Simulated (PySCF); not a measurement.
silicon monosulfide (SSi), SMILES [Si]=S (connectivity only; charge and spin as stated), neutral, multiplicity 1.

Coordinates come from a PBE-D3(BJ)/def2-TZVPD optimisation.

All values below come from TDDFT-ωB97X/def2-TZVPD (PySCF).

Vertical excitations; the highest root listed may be one member of a degenerate set. Gas-phase values at a fixed geometry. State labels are in the subgroup C2v.

```tsv
state	symmetry	energy (eV)	λ (nm)	f	main pairs
S1	A2	4.04	307	0.000	HOMO−2→LUMO+1 49 %, HOMO−1→LUMO 49 %
S2	A2	4.30	289	0.000	HOMO−1→LUMO, HOMO−2→LUMO+1 (degenerate set)
S3	A1	4.30	289	0.000	HOMO−2→LUMO, HOMO−1→LUMO+1 (degenerate set)
S4	B2	4.39	283	0.024	HOMO→LUMO+1 (degenerate set)
S5	B1	4.39	283	0.024	HOMO→LUMO (degenerate set)
S6	A1	6.12	203	0.175	HOMO−1→LUMO+1 44 %, HOMO−2→LUMO 44 %
S7	B2	7.62	163	0.136	HOMO−1→LUMO+2, HOMO−1→LUMO+6 (degenerate set)
S8	B1	7.62	163	0.136	HOMO−2→LUMO+2, HOMO−2→LUMO+6 (degenerate set)
S9	A1	8.03	154	0.062	HOMO→LUMO+2 62 %, HOMO→LUMO+6 23 %, HOMO→LUMO+3 10 %
S10	A1	8.13	153	0.996	HOMO→LUMO+3 78 %
T1	B1	3.29	377	0	HOMO→LUMO (degenerate set)
T2	B2	3.29	377	0	HOMO→LUMO+1 (degenerate set)
T3	A1	3.42	363	0	HOMO−2→LUMO 48 %, HOMO−1→LUMO+1 48 %
T4	A2	3.73	333	0	HOMO−1→LUMO 48 %, HOMO−2→LUMO+1 48 %
```
Triplets are in the Tamm–Dancoff approximation, which puts them higher than full response would, so one can lie above its singlet here.
